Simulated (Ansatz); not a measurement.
Job for Ansatz (a program for electronic structure): R-CCSD(T)/aug-cc-pVDZ on HF (SMILES F) with ghost functions, monomers drawn apart or pushed together.

Ansatz 0.2 input:
```yaml
crystal:
  periodic: [false, false, false]
  atoms:
    - {symbol: F, position_ang: [0.01193039, 0.26962672, 2.77340592]}
    - {symbol: H, position_ang: [0.02217107, 0.23337482, 1.81194138]}
basis:
  gaussian:
    orbitals: aug-cc-pVDZ
    ghost_atoms:
      - {symbol: N, position_ang: [0.03820228, 0.17655272, 0.30490449]}
      - {symbol: H, position_ang: [-0.23874454, -0.74046460, -0.02745915]}
      - {symbol: H, position_ang: [-0.60024194, 0.85723204, -0.09151782]}
      - {symbol: H, position_ang: [0.96518207, 0.37179989, -0.05658345]}
magnetization: {spin_polarized: false}
correlation: {method: ccsd_t, electrons: outside_noble_gas}
scf: {lower_state_search: off}
```

It printed:

```
WARN ansatz: RAYON_NUM_THREADS=2 ignored (pool sized by the plan → 2); use --threads N
Functional definition: HF
these checks for a lower state are left out or cut short: stability, starts, cluster_reference, orbital_swaps, neighbouring_geometries, increment
integrals: 0.06 GiB planned
674 factors; integrals over basis functions are off by at most 1.2e-3 eV
mean field: 0.10 GiB planned
mean field evaluation 1: about -2720.9388 eV, gradient 2.4e1 eV
mean field evaluation 2: about -2720.9388 eV, gradient 2.4e1 eV
mean field evaluation 4: about -2721.9446 eV, gradient 1.2e0 eV
mean field evaluation 8: about -2721.9503 eV, gradient 6.4e-5 eV
mean field -2721.95028940 eV, -100.0298281313 hartree, gradient 1.6e-6 eV, S^2 0.000000; 0 other end points of the search recorded, 0 dependent functions left out
1 core orbitals not correlated
reference -2721.95028940 eV, -100.0298281313 hartree; 4, 4 occupied and 77, 77 virtual orbitals, 674 factors
second order -6.13917587 eV of doubles, -0.00000000 eV of singles
coupled cluster: 0.22 GiB planned
cycle   1  -6.08874731 eV  change    5.0e-2 eV  update   5.4e-2
cycle   2  -6.20422536 eV  change   -1.2e-1 eV  update   1.4e-2
cycle   3  -6.23602778 eV  change   -3.2e-2 eV  update   6.8e-3
cycle   4  -6.23354001 eV  change    2.5e-3 eV  update   9.7e-4
cycle   5  -6.23289160 eV  change    6.5e-4 eV  update   3.6e-4
cycle   6  -6.23300896 eV  change   -1.2e-4 eV  update   8.7e-5
cycle   7  -6.23301521 eV  change   -6.3e-6 eV  update   3.0e-5
cycle   8  -6.23300043 eV  change    1.5e-5 eV  update   9.0e-6
cycle   9  -6.23299705 eV  change    3.4e-6 eV  update   2.3e-6
perturbative correction -0.12191270 eV, -0.0044802091 hartree
Total energy: -2728.30519916 eV, -100.2633667573 hartree
Checks for a lower state left out: stability, starts, cluster_reference, orbital_swaps, neighbouring_geometries, increment
```

The run converged.

Cost: about 1.7 core-seconds (a rough figure).
